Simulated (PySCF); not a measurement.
A structure optimised at PBE-D3(BJ)/def2-SVP, used in a PySCF frequency run:

```xyz
16

C      3.6424    -0.3618    -0.4176
C      2.2997    -0.3242     0.2463
C      1.1498    -0.0533    -0.4018
O     -0.0586    -0.0119     0.2336
C     -1.1936     0.2102    -0.5949
Si    -2.7456     0.2436     0.5152
H      4.1314    -1.3542    -0.3040
H      4.3428     0.3808     0.0241
H      3.5707    -0.1473    -1.5034
H      2.2397    -0.5257     1.3296
H      1.1244     0.1585    -1.4889
H     -1.1101     1.1760    -1.1507
H     -1.3012    -0.5929    -1.3640
H     -2.8982    -1.0689     1.2291
H     -3.9442     0.4779    -0.3651
H     -2.6381     1.3544     1.5204
```
Charge 0, spin multiplicity 1.

**Question.** Write its SMILES and formula.

**Answer.** C/C=C/OC[SiH3], C4H10OSi

**Question.** What are its rotational constants (standard atomic weights)?

**Answer.** 15.980, 0.87905, 0.85082 GHz
